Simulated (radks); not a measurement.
Problem. These are the eigenvalues of the occupied orbitals of an atom or ion with whole-number occupations (Ry). Calculated with a radial shooting solver on a logarithmic mesh with Libxc functionals: scalar-relativistic Kohn-Sham, PBE, spin-polarised, spherical densities, point nucleus.

| orbital | eigenvalue |
|---|---|
| 1s down | -705.0836 |
| 1s up | -705.0835 |
| 2s up | -90.19454 |
| 2s down | -90.08738 |
| 2p up | -78.83542 |
| 2p down | -78.75516 |
| 3s up | -14.40507 |
| 3s down | -14.20920 |
| 3p up | -11.00252 |
| 3p down | -10.80980 |
| 3d up | -5.47700 |
| 3d down | -5.28848 |

Which element is it, and in what charge state? The configuration may be excited. Open shells, if any, are filled with parallel spins first.

Solution. Z = 30, zinc, charge +4: Zn4+ in [Ar] 3d8. The list shows which subshells hold electrons but not how many an open one holds; the 1s level, -352.54 hartree, gives Z - s = 26.6 by -(Z - s)^2/2, which with screening and relativity narrows Z to a few neighbours, and the depths of the outer levels then fix element, charge and occupations together.
